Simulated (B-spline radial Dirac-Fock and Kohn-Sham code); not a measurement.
## Nd: input and output of one calculation

ΔSCF core binding energies without Breit or QED terms, calculated with a B-spline atomic structure program. Keys: rel is the Hamiltonian (dirac, or spin-free x2c and nr, where L3 and M5 stand for the whole 2p and 3d shells), method is hf or an exchange,correlation pair (spin-unpolarised, also for the hole states), nuc the nuclear model, radius_factor scales its radius, rmax is the box in bohr, h the logarithmic mesh step, order the B-spline order, points the quadrature points per cell, c_factor scales the speed of light, and damp, ndamp, maxit and tol steer the iteration. The run stops when the commutator error falls below 10·tol·max(1, Z/10), or the numerical noise floor, and the energy has settled to about 1e-8 Ha; the virial ratio is −V/T.

Input (task.json):

```json
{"items": [{"Z": 60, "q": 0, "cfg": [[1, 0, 2], [2, 0, 2], [2, 1, 6], [3, 0, 2], [3, 1, 6], [3, 2, 10], [4, 0, 2], [4, 1, 6], [4, 2, 10], [4, 3, 4], [5, 0, 2], [5, 1, 6], [6, 0, 2]], "A": 142, "rrms": 4.9123, "do": "settings", "holes": ["K", "L3", "M5"],
  "settings": [{"rel": "dirac", "method": "hf", "nuc": "fermi", "radius_factor": 1.0, "rmax": 45.0, "h": 0.3, "order": 8, "points": 3, "c_factor": 1.0, "maxit": 99, "damp": 0.5, "ndamp": 3, "tol": 1e-08}]}]}
```

Command: `python xray2_run.py task.json out`

Ground-state iterations:

```
iter   energy (Ha)        error
   1    -9612.43651923  2.01e+00
   2    -9616.08433970  6.95e-01
   3    -9624.59693493  1.45e-01
   4    -9625.06464360  4.93e-02
   5    -9625.12983951  9.00e-03
   6    -9625.13417574  4.26e-03
   7    -9625.13492816  1.95e-03
   8    -9625.13506983  1.14e-03
   9    -9625.13511172  1.52e-04
  10    -9625.13511308  3.86e-05
  11    -9625.13511315  3.17e-06
  12    -9625.13511315  8.98e-07
  13    -9625.13511315  1.16e-07
```

The ground state converged in 13 iterations, with total energy -9625.13511 Ha, virial ratio 1.92741 and highest orbital energy -4.74 eV. ΔSCF binding energies: K (1s) 43746.4 eV, L3 (2p3/2) 6226.3 eV, M5 (3d5/2) 983.4 eV.

Q: One setting is unsound. Which, and why?

A: points is too small to integrate the splines. With the default settings (Dirac Hartree-Fock): The ground state converged in 13 iterations, with total energy -9625.13683 Ha, virial ratio 1.92741 and highest orbital energy -4.74 eV. ΔSCF binding energies: K (1s) 43746.4 eV, L3 (2p3/2) 6226.3 eV, M5 (3d5/2) 983.4 eV.
